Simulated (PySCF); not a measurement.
Species: C₆H₁₁AlO₃.
Geometry (PBE0-D3(BJ)/def2-SVP, Å), atoms numbered from 1 in this order:
```
atom  x, y, z in Å
C1    -2.731   -0.602    1.133
C2    -1.538   -0.460    0.215
C3    -1.885    0.190   -1.111
O4    -0.568    0.311    0.935
C5     0.704    0.285    0.448
C6     1.165    1.349   -0.340
O7     2.335    1.464   -0.814
Al8    3.755    0.260   -0.640
O9     2.781   -0.868    0.489
C10    1.569   -0.747    0.836
H11   -3.163    0.387    1.350
H12   -2.432   -1.062    2.086
H13   -3.507   -1.227    0.668
H14   -1.104   -1.461    0.021
H15   -2.628   -0.414   -1.653
H16   -1.000    0.283   -1.760
H17   -2.307    1.194   -0.947
H18    0.454    2.167   -0.547
H19    4.926    0.945    0.183
H20    3.977   -0.474   -2.031
H21    1.162   -1.515    1.517
```

Computed, not measured: PySCF 2.14.0, PBE0-D3(BJ)/def2-SVP geometry optimisation, gas phase.

Q: Which atoms are bound to Al8, and at what distances?

A: 4 atoms: H19 1.587 Å, H20 1.589 Å, O9 1.869 Å, O7 1.870 Å. The nearest atom not counted as bound is C10, at 2.82 Å (others tie with it).

Q: List the angles at Al8.

A: 
| angle | degrees | distance of the outer atoms (Å) |
| --- | --- | --- |
| H19–Al8–H20 | 123.4 | 2.80 |
| O9–Al8–H19 | 109.4 | 2.82 |
| O7–Al8–H19 | 109.3 | 2.82 |
| O9–Al8–H20 | 108.8 | 2.82 |
| O7–Al8–H20 | 108.8 | 2.82 |
| O7–Al8–O9 | 92.8 | 2.71 |

Q: Describe the arrangement about Al8 in numbers.

A: Angles from 92.8° to 123.4°; τ4 = (360° − α − β)/141° = 0.90 with α and β the two widest (0 for a square, 1 for a tetrahedron).

Q: What are the other bond lengths?

A: C1–C2, C2–C3 1.515 Å; C2–O4 1.433 Å; O4–C5 1.363 Å; C5=C6, C5–C10 1.401 Å; C6–O7, O9=C10 1.267 Å. (A selection.)

Q: Give some angles away from the centre.

A: C1–C2–C3 113.0°, C1–C2–O4 106.2°, C3–C2–O4 111.3°, C2–O4–C5 116.3°, O4–C5–C6 119.6°, C6–C5–C10 120.7°, C5–C6–O7 125.7°, C6–O7–Al8 127.4°.

Q: What are the rotational constants (commonest isotopes, rigid rotor)?

A: A = 2794, B = 600.7, C = 540.9 MHz: a near-prolate asymmetric top.

Point group: C1 (no symmetry element, even within 0.4 Å). Charge 0, singlet. No frequency check.

One conformer stands for the species.
